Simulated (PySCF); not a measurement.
Geometries of 3 isomers of C6H6S, from PBE0-D3(BJ)/def2-SVP geometry optimisation, gas phase in PySCF 2.14.0. One conformer each, no zero-point energy, no frequencies.

Question: Which isomer lies lowest at this level?
A.
```xyz
13
angstrom
C     -2.240   -0.402    0.323
C     -1.307    0.555    0.393
C      0.120    0.398    0.124
C      0.777   -0.814   -0.270
C      2.121   -0.656   -0.452
S      2.620    0.963   -0.150
C      1.018    1.440    0.224
H     -3.287   -0.186    0.543
H     -1.997   -1.432    0.045
H     -1.616    1.567    0.678
H      0.266   -1.767   -0.413
H      2.851   -1.408   -0.749
H      0.802    2.471    0.503
```
B.
```xyz
13
angstrom
S      2.852   -0.236    0.190
C      1.095   -0.089    0.084
C      0.336   -1.265    0.167
C     -1.052   -1.209    0.089
C     -1.704    0.014   -0.071
C     -0.950    1.183   -0.153
C      0.440    1.137   -0.077
H      3.126    1.079    0.071
H      0.838   -2.227    0.292
H     -1.630   -2.134    0.155
H     -2.793    0.054   -0.131
H     -1.447    2.148   -0.278
H      1.018    2.062   -0.143
```
C.
```xyz
13
angstrom
C     -2.536    0.171    0.205
C     -1.510   -0.642    0.493
C     -0.103   -0.360    0.257
C      0.508    0.748   -0.296
C      1.920    0.637   -0.352
C      2.377   -0.553    0.158
S      1.087   -1.537    0.705
H     -3.564   -0.128    0.420
H     -2.389    1.155   -0.249
H     -1.728   -1.614    0.948
H     -0.048    1.616   -0.651
H      2.578    1.408   -0.754
H      3.407   -0.900    0.238
```

Answer: B. That is `SC1=CC=CC=C1`, 21.1 kcal/mol below the next.

```
    SMILES                       atoms numbered as above      E (Eh)  relative (kcal/mol)  relative (kJ/mol)  dipole (D)
 Sc1ccccc1   [SH:1][c:2]1[cH:3][cH:4][cH:5][cH:6][cH:7]1  -629.74455                  0.0                0.0        1.08
C=Cc1cccs1  [CH2:1]=[CH:2][c:3]1[cH:4][cH:5][cH:6][s:7]1  -629.71087                 21.1               88.4        0.50
C=Cc1ccsc1  [CH2:1]=[CH:2][c:3]1[cH:4][cH:5][s:6][cH:7]1  -629.71074                 21.2               88.8        0.23
```

As drawn, the lowest has an S–H bond, which the highest lacks; the highest has a C=C bond outside aromatic rings, which the lowest lacks.
